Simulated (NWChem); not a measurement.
Program: NWChem. System: CH₄N, charge 0, spin multiplicity 4, at the geometry of a parent with another charge or spin, in a state set for the comparison that need not be this species' ground state. Its SCF solution wasn't tested for a lower state. Level: UMP2/def2-TZVP, 2 core orbitals frozen.

Job file:

```
start mol
memory heap 200 mb stack 900 mb global 1100 mb
geometry units angstroms nocenter noautoz
  C      0.595274    -0.182255     0.000000
  N     -0.729224     0.369201     0.000000
  H      0.775562    -0.833645     0.882748
  H      1.359578     0.611799     0.000000
  H      0.775562    -0.833645    -0.882748
  H     -1.377780    -0.435383     0.000000
  symmetry group Cs
end
basis spherical
  * library def2-tzvp
end
scf
  uhf
  nopen 3
  maxiter 100
  thresh 1e-7
  semidirect memsize 60000000 filesize 0
  # guess.movecs holds the orbitals of an unrestricted PBE0 run
  vectors input guess.movecs output mol.movecs
end
mp2
  freeze core 2
end
task mp2 energy
```

NWChem printed:

```
             Northwest Computational Chemistry Package (NWChem) 7.3.0
             --------------------------------------------------------

                                NWChem Input Module
                                -------------------

 Scaling coordinates for geometry "geometry" by  1.889725989
 (inverse scale =  0.529177249)

 Turning off AUTOSYM since
 SYMMETRY directive was detected!

                             Geometry "geometry" -> ""
                             -------------------------

 Output coordinates in angstroms (scale by  1.889725989 to convert to a.u.)

  No.       Tag          Charge          X              Y              Z
 ---- ---------------- ---------- -------------- -------------- --------------
    1 C                    6.0000     0.59527400    -0.18225500     0.00000000
    2 N                    7.0000    -0.72922400     0.36920100     0.00000000
    3 H                    1.0000     0.77556200    -0.83364500     0.88274800
    4 H                    1.0000     1.35957800     0.61179900     0.00000000
    5 H                    1.0000     0.77556200    -0.83364500    -0.88274800
    6 H                    1.0000    -1.37778000    -0.43538300     0.00000000

 Effective nuclear repulsion energy (a.u.)      36.0412125911

            Nuclear Dipole moment (a.u.)
            ----------------------------
        X                 Y               Z
 ---------------- ---------------- ----------------
    -0.0000037795     0.0000056692     0.0000000000

      Symmetry information
      --------------------

 Group name             Cs
 Group number              2
 Group order               2
 No. of unique centers     5

      Symmetry unique atoms

     1    2    3    4    6


 Summary of "ao basis" -> "" (spherical)
 ------------------------------------------------------------------------------
       Tag                 Description            Shells   Functions and Types
 ---------------- ------------------------------  ------  ---------------------
 *                         def2-tzvp                  on all atoms

 Summary of "ao basis" -> "ao basis" (spherical)
[...]
  AO/Fock/Back tols     =   1.0D-09  1.0D-09  1.0D-09

 GA uses MA = F    GA memory limited = T

 Available:
  local mem=  1.26D+08
 global mem=  1.44D+08
 local disk=  0.00D+00
  mp2_memr nvloc                    76
  nvloc new                    76
   1 passes of   8:        5242880                      45475                   7741987.
   1 passes of   8: M    126152617           G      144164408           F     120909737.

 Semi-direct pass number   1 of   1  for UHF alpha       at        2.6s
  vrange nnbf                  3739
  mp2_eaftype                    29  avail_ma_in_mb                  1099
 EAF : mp2_eaftype filesize          29    3870994.
  mp2_eaf for mointskh                     29
Node 0 wrote     18.2 Mb in      0.0 s     Agg I/O rate:  1099.1 Mb/s
 Done moints_semi at        4.6s
  mp2_eaftype                    29  avail_ma_in_mb                  1070
 EAF : mp2_eaftype filesize          29    3870994.
  mp2_eaf for kh                    29
 Done maket at        4.7s
 Done multipass loop at        4.7s

 GA uses MA = F    GA memory limited = T

 Available:
  local mem=  1.26D+08
 global mem=  1.44D+08
 local disk=  0.00D+00
  mp2_memr nvloc                    79
  nvloc new                    79
   1 passes of   5:        5242880                      34829                   5034203.
   1 passes of   5: M    126152617           G      144164408           F     120909737.

 Semi-direct pass number   1 of   1  for UHF beta        at        4.8s
  vrange nnbf                  3739
  mp2_eaftype                    19  avail_ma_in_mb                  1099
 EAF : mp2_eaftype filesize          19    2517102.
  mp2_eaf for mointskh                     19
Node 0 wrote     11.8 Mb in      0.0 s     Agg I/O rate:  1525.4 Mb/s
 Done moints_semi at        6.6s
  mp2_eaftype                    19  avail_ma_in_mb                  1080
 EAF : mp2_eaftype filesize          19    2517102.
  mp2_eaf for kh                    19
 Done maket at        6.7s
 Done multipass loop at        6.7s

          -------------------------------------------
          SCF energy                 -94.393564943309
          Correlation energy          -0.308851412189
          Singlet pairs                0.000000000000
          Triplet pairs                0.000000000000
          Total MP2 energy           -94.702416355498
          -------------------------------------------

          ---------------------------------------------------
                    Spin Component Scaled (SCS) MP2
          Same spin pairs                     -0.074629559216
          Same spin scaling factor             0.333333333333
          Opposite spin pairs                 -0.234221852973
          Opposite spin scaling fact.          1.200000000000
          SCS-MP2 correlation energy          -0.305942743307
          Total SCS-MP2 energy               -94.699507686615
          ---------------------------------------------------

 -----------------------
 Performance information
 -----------------------

 Timer overhead =  1.36D-07 seconds/call

               Nr. of calls         CPU time (s)                 Wall time (s)                GFlops
             ---------------    -------------------     ------------------------------   -------------------
Name         Min   Avg   Max    Min     Avg     Max     Min     Avg     Max   Mx/calls   Min     Max     Sum
mp2: moin     2     2     2    3.8     3.8     3.8      3.8     3.8     3.8     1.9      0.0     0.0     0.0
mp2: make     2     2     2   0.26    0.26    0.26     0.26    0.26    0.26    0.13      0.0     0.0     0.0
mp2: tota     1     1     1    4.1     4.1     4.1      4.1     4.1     4.1     4.1      0.0     0.0     0.0

 The average no. of pstat calls per process was 5.00D+00
 with a timing overhead of 6.80D-07s

 Task  times  cpu:        6.7s     wall:        6.7s

 Total times  cpu:        6.7s     wall:        6.7s
```
